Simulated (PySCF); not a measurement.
ZrF4, SMILES [F][Zr]([F])([F])[F], multiplicity 1.

Coordinates come from a B3LYP-D3(BJ)/def2-SVP optimisation. The multiplicity is an assumed one; other spin states were not compared. The isomer is the one that the SMILES or the coordinates give; other isomers of the formula were not compared. The def2 effective core potentials stand for the cores of Zr; spin–orbit coupling is left out.

All values below come from B3LYP/def2-TZVPD run with PySCF.

Symmetry labels are those of the subgroup D2 that the program uses (full group Td).

Computed valence orbital energies around the gap with their symmetry:
```csv
orbital,symmetry,energy (eV)
HOMO−7,A,-12.88
HOMO−6,A,-12.73
HOMO−5,B1,-11.96
HOMO−4,B2,-11.96
HOMO−3,B3,-11.96
HOMO−2,B1,-11.92
HOMO−1,B2,-11.92
HOMO,B3,-11.92
LUMO,A,-1.71
LUMO+1,A,-1.71
LUMO+2,A,-1.16
LUMO+3,B1,-0.62
```
